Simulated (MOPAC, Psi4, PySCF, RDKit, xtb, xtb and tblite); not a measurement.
Two geometries of SMILES Cc1cccc(C(=O)O)c1 (C8H8O2), relaxed at GFN2-xTB with one dihedral held; other torsions can differ between them too.

Structure A

```
18

C     -2.6681     0.3084    -0.6067
C     -1.3087     0.0078    -0.0539
C     -1.1760    -0.7275     1.1194
C      0.0727    -1.0177     1.6370
C      1.2151    -0.5820     0.9880
C      1.0944     0.1483    -0.1862
C      2.3141     0.6416    -0.8868
O      3.0686    -0.0294    -1.5384
O      2.4680     1.9648    -0.7383
C     -0.1616     0.4506    -0.6963
H     -2.6058     0.9995    -1.4429
H     -3.1431    -0.6096    -0.9519
H     -3.3048     0.7431     0.1619
H     -2.0635    -1.0724     1.6304
H      0.1590    -1.5848     2.5519
H      2.1935    -0.8089     1.3831
H      3.2582     2.2692    -1.2137
H     -0.2415     1.0283    -1.6058
```

Structure B

```
18

C      2.6900     0.3388    -0.5771
C      1.3277     0.0057    -0.0511
C      1.1889    -0.7338     1.1196
C     -0.0625    -1.0491     1.6163
C     -1.2024    -0.6414     0.9460
C     -1.0768     0.0854    -0.2311
C     -2.2882     0.6034    -0.9175
O     -2.5167     1.7640    -1.1366
O     -3.1572    -0.3721    -1.2216
C      0.1829     0.4239    -0.7122
H      2.6270     1.0361    -1.4080
H      3.1904    -0.5659    -0.9219
H      3.3038     0.7801     0.2062
H      2.0740    -1.0586     1.6476
H     -0.1519    -1.6130     2.5329
H     -2.1824    -0.8854     1.3262
H     -3.9514     0.0023    -1.6357
H      0.2598     1.0125    -1.6147
```

Question: Which is lower in energy at the level PBE0-D3(BJ)/def2-SVP // GFN2-xTB run with Psi4, and by how much?

Answer: B is lower, by 2.12 kcal/mol (dihedral C5–C6–C7–O8: 75° in A, 120° in B).

E(B) − E(A) in kcal/mol at the other levels, on the same two geometries: GFN2-xTB (xtb and tblite) -1.01; MMFF94 // GFN2-xTB (RDKit) -1.41; PBE0/def2-SVP // GFN2-xTB (Psi4) -2.12; PBE/def2-SVP // GFN2-xTB (Psi4) -2.08; PBE-D3(BJ)/def2-SVP // GFN2-xTB (Psi4) -2.09; UFF // GFN2-xTB (RDKit) -2.45; PM7, restricted, heats of formation // GFN2-xTB (MOPAC) -0.39; PM6, restricted, heats of formation // GFN2-xTB (MOPAC) -0.32; GFN1-xTB // GFN2-xTB (xtb) -1.22; restricted B3LYP/6-31G*, spherical d, density fitting // GFN2-xTB (PySCF) -2.07; restricted B3LYP/LANL2DZ, density fitting // GFN2-xTB (PySCF) -2.33; restricted MP2 (frozen core)/3-21G // GFN2-xTB (PySCF) -2.82; restricted B3LYP/3-21G, density fitting // GFN2-xTB (PySCF) -3.16.
